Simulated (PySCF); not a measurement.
Simulated absorption spectrum

Species: C5H9OP.
SMILES: `C(=P/C=C/C)/OC`

Computed with PySCF 2.14.0, density-fitted response routines, TDDFT CAM-B3LYP/def2-SVPD, vertical, gas phase, core orbitals frozen in the response. One conformer (not necessarily the lowest) at the PBE0-D3(BJ)/def2-SVP geometry, without solvent, vibrations or thermal averaging. Torsions of this conformer, `[CH3:1]/[CH:2]=[CH:3]/[P:4]=[CH:5]\[O:6][CH3:7]`: C2–C3–P4–C5 180°, P4–C5–O6–C7 179°.

Computed states:

```
state  E (eV)       f
   S1    4.54   0.504
   S2    5.11  0.0064
   S3    5.59  0.0063
   S4    5.83   0.033
   S5    6.00   0.018
   S6    6.54  0.0062
   S7    6.59   0.180
   S8    6.63  0.0002
   S9    6.70  0.0010
  S10    6.83  0.0000
```

Each state is given a Gaussian of 0.5 eV full width at half maximum, with ε(max) = 2.175×10⁸ f / Δν̃ (Δν̃ the width in cm⁻¹). The width is an assumption, not a result. The curve ends short of the highest state used, and states not computed would add to its high-energy end.

**Question.** What does the envelope look like, and where are its maxima?

**Answer.** 
```
E (eV)  ε (L mol⁻¹ cm⁻¹)
  3.79                54
  3.90               294
  4.00              1085
  4.11              3534
  4.21              8190
  4.32             15978
  4.43             23835
  4.53             27167
  4.64             24299
  4.74             17432
  4.85              9452
  4.96              4072
  5.06              1688
  5.17               722
  5.28               495
  5.38               576
  5.49               926
  5.59              1461
  5.70              2140
  5.81              2624
  5.91              2693
  6.02              2456
  6.12              2415
  6.23              3293
```

Maxima: 273 nm (4.54 eV), ε about 27000, made up of S1 (100%); 211 nm (5.88 eV), ε about 2700, made up of S4 (63%) and S5 (30%) (ε in L mol⁻¹ cm⁻¹; maxima over ε = 5, shares over 10%). At its high-energy end, 6.23 eV, the curve is still rising (ε about 3300, from S5 and S7).

**Question.** On this curve, what absorbance would a 10⁻⁵ mol/L sample give at 248 nm over a 1 cm path?

**Answer.** 248 nm is 4.999 eV, where ε is about 2900 L mol⁻¹ cm⁻¹, so A = ε c l ≈ 0.029 (Beer–Lambert, with the gas-phase spectrum and the assumed width).

**Question.** What would ε be at 4.54 eV, the highest of these maxima, with half the width (0.25 eV)?

**Answer.** About 54400 L mol⁻¹ cm⁻¹ against 27200, a factor of about 2.00; a lone state at its own centre would give exactly 2.

The vertical ionisation energy (ΔSCF) is 7.67 eV, 0.84 eV above S10.
